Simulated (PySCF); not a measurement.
**Interval between two levels of F⁺ by level of theory**

F⁺ [He] 2s2 2p4 [3P2, M_J = 2] → F⁺ [He] 2s1 2p4 3d1 [5F5, M_J = 5], as a difference of total energies. Computed with PySCF 2.14 in x2c-TZVPall-2c with one added diffuse shell each of s, p, d type (6s4p3d1f, 40 functions), with the two-component X2C-1e Hamiltonian. Correlated levels: 1s2 frozen. "Screened" scales the spin-orbit matrix elements by Boettger's factors to mimic the two-electron term; Breit and QED terms are absent.

```csv
method,interval between two levels (cm⁻¹)
GHF (spin-free),410530
GMP2 (spin-free),419980
GHF (screened spin-orbit),410500
GMP2 (screened spin-orbit),419960
```

The labels give the starting determinants; with spin-orbit coupling the two ends relaxed to ⟨J²⟩ = 6.01, ⟨L²⟩ = 2.00, ⟨S²⟩ = 2.00 and ⟨J²⟩ = 30.00, ⟨L²⟩ = 12.00, ⟨S²⟩ = 6.00.

The promoted electron is Rydberg-like, and one or two diffuse shells describe it only roughly, which tends to raise the upper state.
